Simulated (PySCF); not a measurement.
Ne⁺: ionisation energy

Ne⁺ [He] 2s2 2p5 (2P) → Ne²⁺ [He] 2s2 2p4 (3P), as a difference of total energies. Calculation: PySCF 2.14, in def2-TZVPPD; no relativity, point nucleus. Correlated levels: valence and next inner shell: nothing frozen. The calculations carry no spin-orbit coupling.

```tsv
method	ionisation energy (eV)
UHF	39.287
MP2 (valence and next inner shell)	40.747
SCS-MP2 (valence and next inner shell)	40.727
CCSD (valence and next inner shell)	40.681
CCSD(T) (valence and next inner shell)	40.706
```

Question: How much does correlation contribute at CCSD(T) (valence and next inner shell)?

Answer: 40.706 − (39.287) = 1.419 eV, measured against UHF.

Errors of the correlated levels include the incompleteness of this basis.

For comparison: 40.963 eV (measured; NIST Atomic Spectra Database, ionization energies).
